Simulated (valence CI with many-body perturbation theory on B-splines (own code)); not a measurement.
**F³⁺: magnetic and hyperfine properties of the levels**

Computed by configuration interaction combined with many-body perturbation theory (CI+MBPT): four valence electrons over a frozen Dirac-Fock core [He], a basis of 11 s, 11 p, 9 d, 7 f, 5 g, 2 h, 1 i functions for each j, with the one-electron correlation potential Σ1, the two-electron term Σ2, the three-electron term Σ3, Breit, model QED; selected CI, second order for the rest, scaled by the run's own slope (own B-spline code, finite nucleus).

Set against measurement, 35 paired levels are off by 93 cm⁻¹ on average, the worst by 255. These come from a selection out of Moore, Atomic Energy Levels, vol. I, NSRDS-NBS 35 (1971 reprint of NBS Circular 467, 1949), an old analysis. Levels without a partner in it may be off by more. Among the levels kept, up to 350 cm⁻¹ of a level comes from second order outside the variational space, and about a tenth of that is noise between levels of different J, which matters for small intervals.

A/g_I is the dipole constant over the nuclear g factor μ/I (μ in nuclear magnetons, uniformly magnetised nucleus), B/Q the quadrupole constant per barn. Both hold the static response of the core; the bare values leave it out. Large factors of s and p1/2 electrons are usually good to 5 to 10 %; those of open d and f shells near neutrality can be off by tens of per cent, and small factors of p3/2, d and f electrons come from cancelling terms and can be off by a factor of two or in sign, in half-filled shells by more. B is blank for J = 1/2, where it vanishes, and for nearly pure S terms. Energies count from the lowest level. Levels with J = 0 are left out.

Names give the largest LS component (configuration and term), which can be under half, so a name can repeat, a term be missing and a line seem to break the LS rules; names also repeat where a configuration has a term twice.

| Level | E (cm⁻¹) | g | A/g_I (MHz) | A/g_I bare | B/Q (MHz/b) | B/Q bare |
| --- | --- | --- | --- | --- | --- | --- |
| 2s²2p² ³P_1 | 227 | 1.501 | -12.3 | 173 | 536 | 546 |
| 2s²2p² ³P_2 | 614 | 1.501 | 709 | 876 | -1080 | -1100 |
| 2s²2p² ¹D_2 | 25325 | 1.000 | 1120 | 1120 | 2100 | 2140 |
| 2s2p³ ⁵S°_2 | 74058 | 2.002 | 2810 | 2920 |  |  |
| 2s2p³ ³D°_3 | 147886 | 1.334 | 2850 | 2770 | -51.4 | -54.1 |
| 2s2p³ ³D°_2 | 147935 | 1.167 | 1630 | 1590 | 23.5 | 23.1 |
| 2s2p³ ³D°_1 | 147949 | 0.499 | -2110 | -1960 | 6.51 | 6.04 |
| 2s2p³ ³P°_2 | 175347 | 1.501 | 3370 | 3260 | -3.30 | -2.28 |
| 2s2p³ ³P°_1 | 175351 | 1.501 | 4070 | 3940 | -47.6 | -49.0 |
| 2s2p³ ¹D°_2 | 229096 | 1.000 | 1100 | 1100 | -33.8 | -29.0 |
| 2s2p³ ³S°_1 | 238506 | 2.002 | -3390 | -2570 |  |  |
| 2s2p³ ¹P°_1 | 257645 | 1.000 | 1110 | 1110 | 38.7 | 37.0 |
| 2p⁴ ³P_2 | 348440 | 1.501 | 357 | 646 | 947 | 964 |
| 2p⁴ ³P_1 | 348877 | 1.501 | -306 | 1.09 | -472 | -481 |
| 2p⁴ ¹D_2 | 367548 | 1.000 | 1090 | 1090 | -1990 | -2020 |
| 2s²2p3s ³P°_1 | 416552 | 1.500 | 2060 | 2080 | -595 | -606 |
| 2s²2p3s ³P°_2 | 417053 | 1.501 | 1130 | 1190 | 1200 | 1220 |
| 2s²2p3s ¹P°_1 | 423531 | 1.001 | 1130 | 1150 | 1190 | 1210 |
| 2s²2p3p ¹P_1 | 447929 | 0.998 | 845 | 840 | -704 | -716 |
| 2s²2p3p ³D_1 | 451739 | 0.501 | 1540 | 1420 | 477 | 485 |
| 2s²2p3p ³D_2 | 452002 | 1.167 | 820 | 851 | 673 | 684 |
| 2s²2p3p ³D_3 | 452434 | 1.334 | 412 | 491 | 1420 | 1440 |
| 2s²2p3p ³S_1 | 456803 | 1.999 | -20.2 | 208 |  |  |
| 2s²2p3p ³P_1 | 460270 | 1.503 | 215 | 335 | 377 | 383 |
| 2s²2p3p ³P_2 | 460525 | 1.501 | 593 | 698 | -685 | -697 |
| 2s²2p3p ¹D_2 | 469579 | 1.000 | 727 | 728 | 1390 | 1410 |
| 2s²2p3d ³F°_2 | 492341 | 0.833 | 791 | 750 | -179 | -181 |
| 2s²2p3d ¹D°_2 | 492810 | 0.834 | 246 | 213 | -196 | -198 |
| 2s²2p3d ³F°_3 | 492811 | 1.084 | 483 | 494 | 835 | 851 |
| 2s²2p3d ³F°_4 | 493154 | 1.250 | 262 | 312 | 1220 | 1250 |
| 2s²2p3d ³D°_1 | 497412 | 0.504 | -184 | -272 | -371 | -377 |
| 2s²2p3d ³D°_2 | 497508 | 1.169 | -17.5 | 25.1 | -434 | -441 |

**Question.** Take the isotope of mass number 19, with I = 1/2, μ = 2.62832 μN. What is the hyperfine structure of 2s2p³ ³D°_3?

**Answer.** From the table A = 15000 MHz. Shifts from the centre of gravity in MHz: F = 5/2: -30000, F = 7/2: 22500.
